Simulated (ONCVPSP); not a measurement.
**Before and after: ONCV potential for Mo (Z = 42)**

- Element: molybdenum (Mo)
- Generator: ONCVPSP 4.0.1
- Type: optimised norm-conserving Vanderbilt (ONCV)
- Functional: PBE
- Relativity: scalar-relativistic
- Frozen core: [Ar] 3d10
- Valence charge: 14
- Reference configuration: 4s2 4p6 4d5 5s1
- Partial waves: 4s+5s: rc 1.85 bohr, ncon 3, nbas 6, qcut 6.4 1/bohr, 2 projectors; 4p: rc 1.60 bohr, ncon 4, nbas 8, qcut 8.6 1/bohr, 2 projectors, debl 1.2 Ha; 4d: rc 2.65 bohr, ncon 4, nbas 9, qcut 6.2 1/bohr, 2 projectors, debl 2.4 Ha
- Local potential: polynomial inside 1.50 bohr (lpopt 5, dvloc0 0 Ha)
- Core correction: Teter function, fcfact 1.75, rcfact 1.15

In the p channel the program set the typed energies aside and used -1.414, 0.250 Ha.

Change: all radii but the core radius scaled by about 1.16 (s 2.14, p 1.86, d 3.08 bohr); local potential polynomial inside 1.74 bohr (lpopt 5, dvloc0 0 Ha).

Cutoffs: the cutoffs (Ha) at which the residual kinetic energy of the hardest occupied pseudo-wave falls to 1 and 0.1 mHa per electron; they do not see the model core or the augmentation charge, which bear on the density cutoff. Errors are all-electron minus pseudo energies relative to the spin-unpolarised reference configuration.

Q: What does the change do?

A: The potential gets softer (23 Ha and 29 Ha → 12 Ha and 22 Ha); of the 4 tests that both files solve, the error grows in 1 and shrinks in 1 by more than 15 % and 0.3 meV (median size 2.9 → 2.5 meV); neither file shows a bound ghost. A larger radius leaves more room for a smooth pseudo-wave, so fewer plane waves are needed.

| quantity | base | changed |
| --- | --- | --- |
| cutoff, loose | 23 Ha | 12 Ha |
| cutoff, tight | 29 Ha | 22 Ha |
| loose cutoff by channel | s 14 Ha, p 23 Ha, d 13 Ha | s 11 Ha, p 12 Ha, d 11 Ha |
| bound ghosts | none | none |
| GHOST(+) flags under 300 eV | none | none |
| error for 4s2 4p6 4d5 5s0, meV [ΔE 6.89 eV] | -1.2 | -1.2 |
| error for 4s2 4p6 4d4 5s0, meV [ΔE 22.35 eV] | -4.7 | +3.7 |
| error for 4s2 4p6 4d3 5s0, meV [ΔE 49.10 eV] | +57 | +153 |
| error for 4s2 4p6 4d5 5s0 5p1, meV [ΔE 3.14 eV] | -1.1 | -1.3 |
| rms error of d²Exc/dni dnj with the model core, mHa | 1.17 | 1.69 |
